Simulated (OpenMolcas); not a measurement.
GeSiH3ClO (SMILES Cl[SiH]1[O][GeH2]1): methods side by side

GeSiH3ClO: 7 atoms, total charge 0, spin state singlet. SMILES: `Cl[SiH]1[O][GeH2]1`. Geometry: relaxed at PBE0-D4/def2-TZVP.

Quantity: the vertical ionisation energy (to the doublet cation), in eV. The values are calculated.

```
                                                       level                   kind     program  value (eV)  less CCSD(T)/6-31G*  CPU time (all runs)
                          SVWN5/6-31G* (spherical functions)                    LDA  OpenMolcas        9.21                +0.19                 81 s
                            PBE/6-31G* (spherical functions)                    GGA  OpenMolcas        9.04                +0.02              1.7 min
                         revPBE/6-31G* (spherical functions)                    GGA  OpenMolcas        8.99                -0.03                 98 s
                          M06-L/6-31G* (spherical functions)               meta-GGA  OpenMolcas        9.14                +0.12              2.4 min
                         r2SCAN/6-31G* (spherical functions)               meta-GGA  OpenMolcas        9.18                +0.16              2.2 min
                          B3LYP/6-31G* (spherical functions)          global hybrid  OpenMolcas        9.23                +0.21                2 min
                          B3LYP/6-31G* (Cartesian functions)          global hybrid  OpenMolcas        9.23                +0.21              2.5 min
CCSD(T)/6-31G* (spherical functions), open shells restricted  coupled cluster or CI  OpenMolcas        9.02                 0.00                3 min
```

Differences are taken from CCSD(T)/6-31G* (spherical functions), open shells restricted for orientation; it has basis-set and higher-order errors of its own. All-electron rows without a relativistic Hamiltonian named are non-relativistic. The values span 8.99 to 9.23 eV. In the correlated wave-function rows the outer d shell of Ge is correlated, in sets not made for it. Times are those of the runs behind each value, whatever else they computed, on shared processors of several kinds: orders of magnitude only.
